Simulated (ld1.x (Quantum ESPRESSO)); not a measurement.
## Building the ultrasoft potential for Ti (Z = 22) (PBE, scalar-relativistic).

* Element: Ti (Z = 22)
* Generator: ld1.x (Quantum ESPRESSO) 7.5
* Type: ultrasoft
* Functional: PBE
* Relativity: scalar-relativistic
* Frozen core: [Ne] 3s2
* Valence charge: 10
* Reference configuration: 3p6 3d2 4s1.75 4p0.25
* Partial waves: 4s (bound): rcut 2.50, rcutus 2.75 bohr; 4s channel at 0.1 Ry: rcut 2.50, rcutus 2.75 bohr; 3p (bound): rcut 1.50, rcutus 1.60 bohr; 4p (bound): rcut 1.50, rcutus 1.60 bohr; 3d (bound): rcut 1.30, rcutus 1.40 bohr; 3d channel at 0.95 Ry: rcut 1.30, rcutus 1.40 bohr
* Local potential: all-electron potential smoothed inside 2.70 bohr (lloc = -1)
* Core correction: Bessel-smoothed model core inside 1.40 bohr
* Augmentation charge: PSQ, inside the norm-conserving radii

All-electron outer shells of the reference configuration (PBE, scalar-relativistic, ld1.x):

| shell | level (eV) | outermost node (bohr) | outermost maximum (bohr) |
| --- | --- | --- | --- |
| 2p | -444.60 | – | 0.22 |
| 3s | -62.98 | 0.40 | 0.87 |
| 3p | -39.21 | 0.37 | 0.90 |
| 4s | -4.67 | 1.24 | 2.92 |
| 3d | -4.58 | – | 0.98 |
| 4p | -1.63 | 1.39 | 3.80 |

Q: Estimate the cutoffs (Ry, on a coarse ladder) from which the occupation-weighted sum of valence levels, in a spherical-Bessel basis at the reference potential, stays within 10 and 1 mRy of its value at 400 Ry.

A: 50 Ry and 80 Ry.

Q: Does the potential have ghost states?

A: No extra level below or beside the all-electron valence levels (s, p, d, f tested).

Q: Is the overlap operator S = 1 + Σ q|β⟩⟨β| positive definite (Bessel basis up to 400 Ry)?

A: Yes: its lowest eigenvalue is 0.34 (p channel).

Q: Which valence shell sets the plane-wave cutoff?

A: 3d: its level needs 55 Ry to come within 1 mRy, against 40 Ry for 4p.

Q: Tests: 3p6 3d2 4s2 4p0; 3p6 3d2 4s1 4p0; 3p6 3d2 4s0 4p0; 3p6 3d2 4s0 4p2; 3p6 3d2 4s1.5 4p0; 3p6 3d2.5 4s1.5 4p0; 3p6 3d1 4s2 4p1. Which has the largest error in its energy relative to the reference configuration, and how large is it?

A: 3p6 3d1 4s2 4p1, with -139 meV (all-electron minus pseudo) on +3.92 eV.
